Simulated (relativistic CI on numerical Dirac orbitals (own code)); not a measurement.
# Forbidden transitions in Pb LV

Calculated at this level of theory: Dirac-Coulomb-Breit CI, orbitals from a KLI potential per configuration, a model potential for QED, unscaled Slater integrals (own radial code, finite nucleus).

Configurations in the expansion (outside the closed core [Ne]): 3s2.3p6.3d10, 3s2.3p6.3d9.4s, 3s2.3p6.3d9.4p, 3s2.3p6.3d9.4d, 3s2.3p5.3d10.4s, 3s2.3p6.3d9.4f, 3s2.3p5.3d10.4p, 3s2.3p6.3d8.4s2, 3s2.3p5.3d10.4d, 3s2.3p6.3d8.4s.4p, 3s.3p6.3d10.4s, 3s2.3p6.3d9.5s, 3s2.3p5.3d10.4f, 3s2.3p6.3d8.4p2, 3s2.3p6.3d8.4s.4d, 3s2.3p6.3d9.5p, 3s.3p6.3d10.4p, 3s2.3p5.3d9.4s2, 3s2.3p6.3d8.4p.4d, 3s2.3p6.3d9.5d, 3s2.3p6.3d9.5f, 3s2.3p5.3d9.4s.4p, 3s2.3p6.3d9.5g, 3s.3p6.3d10.4d, 3s2.3p6.3d8.4d2, 3s2.3p5.3d9.4p2, 3s2.3p5.3d9.4s.4d, 3s.3p6.3d10.4f, 3s.3p6.3d9.4s2, 3s2.3p5.3d10.5s, 3s2.3p6.3d9.6s, 3s2.3p4.3d10.4s2, 3s2.3p5.3d9.4p.4d, 3s2.3p6.3d9.6p, 3s2.3p5.3d10.5p, 3s2.3p6.3d9.6d. Levels of other configurations are missing.

```csv
λ vac (nm),Lower,Upper,Type,A (s⁻¹),gf,Branching (%)
0.31732,3s2.3p6.3d10 1S_0 [1],3s.3p6.3d10.4d 1D_2 [177],E2,4.16e+11,3.14e-03,3.6
0.32565,3s2.3p6.3d10 1S_0 [1],3s2.3p5.3d10.4f 3F_2 [155],E2,1.39e+12,1.10e-02,13.1
0.37478,3s2.3p6.3d10 1S_0 [1],3s2.3p5.3d10.4f 1D_2 [83],E2,1.33e+12,1.40e-02,32.7
0.45624,3s2.3p6.3d10 1S_0 [1],3s2.3p5.3d10.4p 3D_2 [39],E2,6.68e+10,1.04e-03,2.1
0.46572,3s2.3p6.3d10 1S_0 [1],3s2.3p6.3d9.4d 3D_2 [35],E2,1.41e+10,2.30e-04,3.0
0.47175,3s2.3p6.3d10 1S_0 [1],3s2.3p6.3d9.4d 3F_2 [32],E2,4.10e+10,6.84e-04,2.3
0.47661,3s2.3p6.3d9.4s 1D_2 [3],3s2.3p6.3d8.4s.4d 1P_1 [399],E2,2.53e+10,2.59e-04,2.1
0.47673,3s2.3p6.3d9.4s 1D_2 [3],3s2.3p6.3d8.4s.4d 3P_0 [397],E2,3.55e+10,1.21e-04,5.0
0.47724,3s2.3p6.3d9.4s 3D_3 [2],3s2.3p6.3d8.4s.4d 3P_2 [392],E2,6.50e+10,1.11e-03,7.8
0.47751,3s2.3p6.3d9.4s 1D_2 [3],3s2.3p6.3d8.4s.4d 1F_3 [393],E2,2.97e+10,7.11e-04,3.4
0.47834,3s2.3p6.3d9.4s 1D_2 [3],3s2.3p6.3d8.4s.4d 3P_1 [388],E2,2.42e+10,2.49e-04,3.9
0.47882,3s2.3p6.3d9.4s 1D_2 [3],3s2.3p6.3d8.4s.4d 3F_4 [382],E2,2.91e+10,9.01e-04,2.1
0.47891,3s2.3p6.3d9.4s 1D_2 [3],3s2.3p6.3d8.4s.4d 3P_2 [380],E2,2.14e+10,3.68e-04,2.0
0.47895,3s2.3p6.3d9.4s 3D_3 [2],3s2.3p6.3d8.4s.4d 3F_4 [378],E2,2.32e+10,7.18e-04,4.3
0.47920,3s2.3p6.3d9.4s 3D_3 [2],3s2.3p6.3d8.4s.4d 3D_3 [376],E2,2.57e+10,6.18e-04,3.9
0.48032,3s2.3p6.3d9.4s 3D_3 [2],3s2.3p6.3d8.4s.4d 3G_5 [368],E2,3.82e+10,1.45e-03,7.3
0.48115,3s2.3p6.3d9.4s 1D_2 [3],3s2.3p6.3d8.4s.4d 1P_1 [366],E2,2.52e+10,2.62e-04,4.0
0.48526,3s2.3p6.3d10 1S_0 [1],3s2.3p6.3d9.4d 1D_2 [25],E2,5.93e+10,1.05e-03,11.2
0.56281,3s2.3p6.3d9.4s 3D_3 [2],3s2.3p6.3d8.4s2 3P_1 [230],E2,1.26e+10,1.79e-04,30.8
0.56350,3s2.3p6.3d9.4s 1D_2 [3],3s2.3p6.3d8.4s2 1G_4 [229],E2,9.94e+09,4.26e-04,25.0
0.56440,3s2.3p6.3d9.4s 3D_3 [2],3s2.3p6.3d8.4s2 3P_2 [221],E2,1.11e+10,2.64e-04,27.5
0.56504,3s2.3p6.3d9.4p 3F°_3 [7],3s2.3p6.3d8.4s.4p 3H°_5 [253],E2,1.15e+10,6.04e-04,31.6
0.56600,3s2.3p6.3d9.4s 3D_2 [5],3s2.3p6.3d8.4s2 3F_2 [245],E2,1.91e+10,4.58e-04,37.0
0.56676,3s2.3p6.3d9.4p 3D°_3 [13],3s2.3p6.3d8.4s.4p 3G°_5 [314],E2,6.40e+09,3.39e-04,15.0
0.56679,3s2.3p6.3d9.4p 3F°_4 [10],3s2.3p6.3d8.4s.4p 3H°_6 [302],E2,1.12e+10,7.02e-04,93.5
0.56721,3s2.3p6.3d9.4s 3D_3 [2],3s2.3p6.3d8.4s2 3F_3 [216],E2,7.75e+09,2.62e-04,20.5
0.56779,3s2.3p6.3d9.4s 1D_2 [3],3s2.3p6.3d8.4s2 3F_3 [216],E2,5.39e+09,1.82e-04,14.2
0.56878,3s2.3p6.3d9.4p 3F°_3 [16],3s2.3p6.3d8.4s.4p 3F°_4 [375],E2,1.25e+10,5.47e-04,62.2
0.57070,3s2.3p6.3d9.4p 3F°_4 [10],3s2.3p6.3d8.4s.4p 5G°_5 [293],E2,7.65e+09,4.11e-04,69.2
0.57524,3s2.3p6.3d10 1S_0 [1],3s2.3p6.3d9.4s 3D_2 [5],E2,1.05e+10,2.62e-04,99.9
0.59273,3s2.3p6.3d9.4s 3D_2 [5],3s2.3p6.3d8.4s2 1G_4 [229],E2,1.30e+10,6.18e-04,32.8
0.59397,3s2.3p6.3d9.4s 3D_1 [4],3s2.3p6.3d8.4s2 3P_2 [221],E2,9.59e+09,2.54e-04,23.8
0.59419,3s2.3p6.3d9.4s 1D_2 [3],3s2.3p6.3d8.4s2 1D_2 [195],E2,2.02e+10,5.35e-04,62.4
0.59513,3s2.3p6.3d9.4d 3G_5 [23],3s2.3p6.3d8.4s.4d 3H_6 [377],E2,1.31e+10,9.01e-04,2.2
0.59515,3s2.3p6.3d9.4p 3P°_2 [6],3s2.3p6.3d8.4s.4p 3D°_1 [226],E2,1.49e+10,2.38e-04,30.5
0.59544,3s2.3p6.3d9.4p 3F°_3 [7],3s2.3p6.3d8.4s.4p 3F°_2 [227],E2,1.46e+10,3.88e-04,2.3
0.59572,3s2.3p6.3d9.4p 3F°_3 [7],3s2.3p6.3d8.4s.4p 3D°_3 [223],E2,6.78e+09,2.53e-04,21.2
0.59650,3s2.3p6.3d9.4s 3D_3 [2],3s2.3p6.3d8.4s2 3F_4 [194],E2,1.74e+10,8.37e-04,68.1
0.59714,3s2.3p6.3d9.4s 1D_2 [3],3s2.3p6.3d8.4s2 3F_4 [194],E2,7.22e+09,3.47e-04,28.2
0.59748,3s2.3p6.3d9.4s 3D_2 [5],3s2.3p6.3d8.4s2 3F_3 [216],E2,7.14e+09,2.68e-04,18.9
0.59784,3s2.3p6.3d9.4p 3P°_2 [6],3s2.3p6.3d8.4s.4p 3D°_2 [220],E2,9.28e+09,2.49e-04,70.9
0.59803,3s2.3p6.3d9.4p 3P°_2 [6],3s2.3p6.3d8.4s.4p 3D°_3 [219],E2,2.13e+10,8.00e-04,28.3
0.59855,3s2.3p6.3d9.4p 3F°_3 [7],3s2.3p6.3d8.4s.4p 3G°_4 [218],E2,1.93e+10,9.34e-04,39.6
0.59981,3s2.3p6.3d9.4p 3F°_4 [10],3s2.3p6.3d8.4s.4p 5F°_5 [263],E2,8.90e+09,5.28e-04,92.5
0.60573,3s2.3p6.3d10 1S_0 [1],3s2.3p6.3d9.4s 1D_2 [3],E2,1.42e+10,3.90e-04,100.0
```

Terms are leading LS components. Brackets give the number of a level in order of energy, since labels repeat. The list gives strong lines, with weight on those to low levels, among the lowest 400 of 2285 levels, so that lines to higher ones, which can be the strongest, are missing. Levels whose partners in the same complex of configurations lie outside the list can be far off, and so can their lines. Rates are taken at the computed energies, electric ones in the length gauge.

At this charge energies of transitions that change n are usually good to better than 1 %, and those within a shell (Δn = 0) to a few per cent.

LS names give the leading component of a level, which can be under half, so a name can repeat, a term be missing and a line seem to break the LS rules.
